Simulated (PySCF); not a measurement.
BH4O3, SMILES OB(O)[OH2+], charge +1. Atoms are numbered in the order given.

```xyz
8

O      0.9433    -0.9735    -0.1976
B      0.1614     0.0726    -0.0183
O      0.4181     1.3608    -0.0013
O     -1.2430    -0.4275     0.1908
H      1.8904    -0.8145    -0.3080
H     -0.1950     2.0700     0.2136
H     -1.3883    -1.3911     0.1239
H     -2.0608     0.0941     0.1273
```
Charge +1, spin multiplicity 1.

The structure is a stationary point at PBE0-D3(BJ)/def2-SVP. The isomer is the one that the SMILES or the coordinates give; other isomers of the formula were not compared. One conformer was computed; it need not be the lowest.

Level of theory: PBE/pcJ-1 (PySCF).

Isotropic couplings with Fermi-contact, spin-dipole and both spin-orbit terms, one fixed conformer, no vibrational averaging. Isotopes: 11B, 1H.

Computed spin–spin coupling constants:
```csv
pair,bonds apart,J (Hz)
B2–H5,2,5.4
B2–H6,2,5.0
B2–H7,2,-0.5
B2–H8,2,3.4
H7–H8,2,1.0
H5–H7,4,-0.5
H5–H8,4,4.8
```
